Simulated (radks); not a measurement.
Values are calculated unless marked as measured or tabulated.
Initial-state core-level shifts of the selenium ion Se+ when its valence configuration changes from [Ar] 3d10 4s2 4p3. Code: a radial shooting solver on a logarithmic mesh with Libxc functionals. Model: Dirac Kohn-Sham, PBEsol, spin-unpolarised, spherical densities, point nucleus; open shells fill j = l - 1/2 first. Shifts are changes of the shell-averaged eigenvalues in eV (positive: less bound).

| valence | 1s | 2s | 2p | 3p |
|---|---|---|---|---|
| 3d10 4s1 4p4 | -1.732 | -1.676 | -1.670 | -1.692 |
| 3d9 4s2 4p4 | -14.525 | -16.079 | -15.956 | -12.392 |
| 3d9 4s1 4p5 | -16.134 | -17.648 | -17.516 | -13.962 |
| 3d8.5 4s1 4p5.5 | -23.654 | -26.016 | -25.819 | -20.219 |
| 3d9.5 4s1 4p4.5 | -8.826 | -9.533 | -9.464 | -7.785 |
| 3d8 4s1 4p6 | -31.383 | -34.631 | -34.371 | -26.551 |
| 3d10 4p5 | -3.397 | -3.288 | -3.275 | -3.322 |
| 3d8.5 4s2 4p4.5 | -22.101 | -24.496 | -24.310 | -18.704 |
| 3d9.5 4s2 4p3.5 | -7.157 | -7.912 | -7.851 | -6.156 |
